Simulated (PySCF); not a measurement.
Species: C5H8N2OSi.
Numbering: `[NH2:1][C:2](=[O:3])[SiH2:4][n:5]1[cH:6][cH:7][cH:8][cH:9]1`

Geometry (GFN2-xTB, Å), atoms numbered from 1 in this order:
```xyz
17
C5H8N2OSi angstrom
N     -2.280    0.958   -0.502
C     -2.407   -0.366   -0.264
O     -3.423   -0.971   -0.546
Si    -0.949   -1.268    0.607
N      0.513   -0.361    0.273
C      0.878    0.178   -0.938
C      2.118    0.728   -0.836
C      2.552    0.520    0.497
C      1.556   -0.149    1.137
H     -3.037    1.458   -0.945
H     -1.425    1.450   -0.310
H     -0.840   -2.630    0.090
H     -1.129   -1.213    2.058
H      0.220    0.114   -1.782
H      2.665    1.225   -1.613
H      3.487    0.834    0.916
H      1.494   -0.496    2.149
```

NICS is the negative of the GIAO shielding at a point without a nucleus: at the ring centre (0) and 1 Å above and below it (1); zz is the component along the ring normal. Level: GIAO PBE0/pcSseg-1 (PySCF, non-relativistic, gas phase) on the GFN2-xTB geometry, one conformer.

Ring bond lengths (Å), with Mayer bond orders in brackets: N5–C6 1.375 (1.10), C6–C7 1.360 (1.56), C7–C8 1.416 (1.33), C8–C9 1.360 (1.56), C9–N5 1.371 (1.11).

Problem. Give the NICS values of each ring in ppm.

Solution. 
```json
{"ring": "N5–C6–C7–C8–C9", "type": "5-membered ring with N; formal bonds all aromatic", "NICS(0)": "-12.7", "NICS(1), two faces": "-10.9 / -10.9", "NICS(1)zz, two faces": "-29.7 / -29.8", "rms pucker (Å)": "0.00", "centre to ring atoms, mean (Å)": "1.17"}
```

Problem. What do they say, and how far can they be read as aromaticity?

Solution. 
- N5–C6–C7–C8–C9: mean NICS(1)zz -29.8 ppm, shielded. For a flat ring without four-coordinate atoms the NICS criterion counts such a value as aromatic.

Problem. How equal are the bonds by HOMA? HOMA = 1 − mean of α(R − Ropt)² over the ring bonds, with Krygowski's 1993 parameters (CC: Ropt 1.388 Å, α 257.7 Å⁻²; CN: Ropt 1.334 Å, α 93.52 Å⁻²).

Solution. 
- N5–C6–C7–C8–C9: HOMA 0.82; the largest term is that of C7–C8, α(R − Ropt)² = 0.21. The geometric and the magnetic index point the same way.

Problem. At the first NICS(1) probe listed for ring N5–C6–C7–C8–C9, 1 Å off the ring, how large is the induced field along the normal in 7.05 T applied along it?

Solution. NICSzz × B0 = -29.7 ppm × 7.05 T = -209 μT, against the applied field.
